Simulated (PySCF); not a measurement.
## Basis-set dependence of population analyses: `CB(C)[SiH2]N`

Species: C₂H₁₀BNSi.
Bonds: C1–B2, B2–C3, B2–Si4, Si4–N5. Hydrogens: H6, H7, H8 on C1; H9, H10, H11 on C3; H12, H13 on Si4; H14, H15 on N5.

PBE0 throughout (PySCF), one geometry, spherical d and f functions. The structure is a single PBE0-D3(BJ)/def2-SVP conformer in the gas phase; no vibrational or solvent corrections. Atoms taken as equivalent share a column and are averaged.

Mulliken charges (e):

| basis | functions | C1/C3 | B2 | Si4 | N5 | H6 (×6) | H12/H13 | H14/H15 |
| --- | --- | --- | --- | --- | --- | --- | --- | --- |
| STO-3G | 39 | -0.338 | +0.166 | +0.580 | -0.583 | +0.079 | -0.139 | +0.158 |
| 6-31G | 69 | -0.717 | +0.330 | +0.623 | -0.987 | +0.179 | -0.126 | +0.321 |
| pcSseg-0 | 69 | -1.013 | +0.392 | +0.725 | -1.045 | +0.245 | -0.072 | +0.314 |
| 6-31G* | 94 | -0.700 | +0.284 | +0.414 | -0.922 | +0.187 | -0.093 | +0.343 |
| cc-pVDZ | 124 | -0.117 | -0.145 | +0.324 | -0.312 | +0.055 | -0.085 | +0.105 |
| def2-SVP | 124 | -0.128 | -0.182 | +0.421 | -0.414 | +0.062 | -0.102 | +0.131 |
| 6-311+G(2d,p) | 203 | -0.699 | +0.463 | +0.442 | -0.791 | +0.164 | -0.083 | +0.231 |
| aug-cc-pVDZ | 209 | +0.598 | +0.483 | -0.295 | -0.300 | -0.276 | +0.346 | -0.060 |
| def2-TZVP | 221 | -0.413 | +0.093 | +0.185 | -0.645 | +0.138 | -0.052 | +0.234 |
| IGLO-III | 284 | -0.504 | +0.243 | +0.718 | -0.727 | +0.123 | -0.185 | +0.204 |
| cc-pVTZ | 294 | -0.349 | +0.053 | +0.229 | -0.361 | +0.107 | -0.070 | +0.136 |
| pcSseg-2 | 327 | -0.173 | +0.042 | +0.593 | -0.561 | +0.045 | -0.151 | +0.152 |

IAO charges (e):

| basis | functions | C1/C3 | B2 | Si4 | N5 | H6 (×6) | H12/H13 | H14/H15 |
| --- | --- | --- | --- | --- | --- | --- | --- | --- |
| STO-3G | 39 | -0.515 | +0.065 | +0.705 | -0.688 | +0.141 | -0.136 | +0.186 |
| 6-31G | 69 | -0.568 | +0.114 | +0.558 | -0.804 | +0.161 | -0.107 | +0.258 |
| pcSseg-0 | 69 | -0.557 | +0.094 | +0.556 | -0.779 | +0.160 | -0.104 | +0.245 |
| 6-31G* | 94 | -0.551 | +0.095 | +0.675 | -0.823 | +0.154 | -0.139 | +0.255 |
| cc-pVDZ | 124 | -0.552 | +0.094 | +0.670 | -0.819 | +0.154 | -0.138 | +0.254 |
| def2-SVP | 124 | -0.541 | +0.088 | +0.683 | -0.811 | +0.152 | -0.143 | +0.250 |
| 6-311+G(2d,p) | 203 | -0.568 | +0.092 | +0.704 | -0.861 | +0.160 | -0.143 | +0.266 |
| aug-cc-pVDZ | 209 | -0.566 | +0.098 | +0.673 | -0.851 | +0.159 | -0.135 | +0.265 |
| def2-TZVP | 221 | -0.568 | +0.090 | +0.713 | -0.859 | +0.159 | -0.146 | +0.264 |
| IGLO-III | 284 | -0.570 | +0.090 | +0.713 | -0.863 | +0.160 | -0.146 | +0.266 |
| cc-pVTZ | 294 | -0.569 | +0.092 | +0.700 | -0.853 | +0.160 | -0.143 | +0.264 |
| pcSseg-2 | 327 | -0.569 | +0.090 | +0.711 | -0.861 | +0.160 | -0.146 | +0.265 |

Some averages cover members that differ in this geometry, most widely: H6 (×6), Mulliken in aug-cc-pVDZ -0.358 to -0.126; H12/H13, IAO in 6-31G -0.128 to -0.086; H12/H13, IAO in pcSseg-0 -0.125 to -0.083; H12/H13, IAO in 6-31G* -0.159 to -0.120 e.

Problem. Which scheme is steadiest as the basis changes?

Solution. Largest range over the bases for any column: IAO 0.18 e, Mulliken 1.61 e. IAO charges move least and Mulliken charges most, counted in e. Without the minimal STO-3G basis the ranges are IAO 0.16, Mulliken 1.61 e.

Problem. How much do the charges still move between the two largest bases, cc-pVTZ and pcSseg-2?

Solution. At most, over all atoms: Mulliken 0.364 e, IAO 0.012 e.

Problem. What do the same runs give for the total energy, the frontier levels and the dipole moment?

Solution. 
| basis | energy (Eh) | HOMO (eV) | LUMO (eV) | μ (D) |
| --- | --- | --- | --- | --- |
| STO-3G | -445.6893 | -3.28 | 2.11 | 0.91 |
| 6-31G | -450.9202 | -6.53 | -0.81 | 1.23 |
| pcSseg-0 | -450.3030 | -6.62 | -1.20 | 1.17 |
| 6-31G* | -450.9859 | -6.72 | -0.86 | 1.21 |
| cc-pVDZ | -451.0162 | -6.76 | -1.01 | 1.17 |
| def2-SVP | -450.8070 | -6.81 | -1.06 | 1.19 |
| 6-311+G(2d,p) | -451.0760 | -7.04 | -1.20 | 1.09 |
| aug-cc-pVDZ | -451.0325 | -7.00 | -1.19 | 1.05 |
| def2-TZVP | -451.0877 | -7.01 | -1.17 | 1.12 |
| IGLO-III | -451.0959 | -7.03 | -1.20 | 1.07 |
| cc-pVTZ | -451.0874 | -6.97 | -1.15 | 1.12 |
| pcSseg-2 | -451.0977 | -7.05 | -1.21 | 1.09 |

The dipole is fixed by the density alone, so its range of 0.32 D shows that the density itself changes with the basis, not only its division among atoms.
